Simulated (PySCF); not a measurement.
A structure optimised at B3LYP-D3(BJ)/def2-SVP, used in a PySCF frequency run:

```xyz
5

In     0.0190    -0.0017     0.0000
Cl     1.5267     1.7960     0.0000
Cl    -2.2754     0.5158     0.0000
S      0.7689    -2.2795     0.0000
H     -0.5034    -2.7469     0.0000
```
Charge 0, spin multiplicity 1.

Task: Write its SMILES, formula and point group.

Result: [SH][In]([Cl])[Cl], Cl₂HInS, Cs

Task: What are its rotational constants (standard atomic weights)?

Result: 1.7710, 1.6967, 0.86653 GHz
